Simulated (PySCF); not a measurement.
**Electron correlation in I (iodine, neutral)**

[Kr] 4d10 5s1 5p6, 2S determinant (an excited configuration). All numbers are calculated (PySCF 2.14, scalar relativity by spin-free X2C-1e, in x2c-QZVPPall). Frozen: [Kr] 4d10; 7 electrons correlated.

```tsv
level	correlation energy (mhartree)
CCSD	-256.09
(T)	-40.37
CCSD(T)	-296.46
```

Diagnostics: T1 = 0.025, D1 = 0.0480, largest double amplitude 0.272.

A double-excitation amplitude exceeds 0.15, a sign of near-degeneracy.

Cost of the coupled-cluster step: about 40 core-seconds, for 7 correlated electrons.
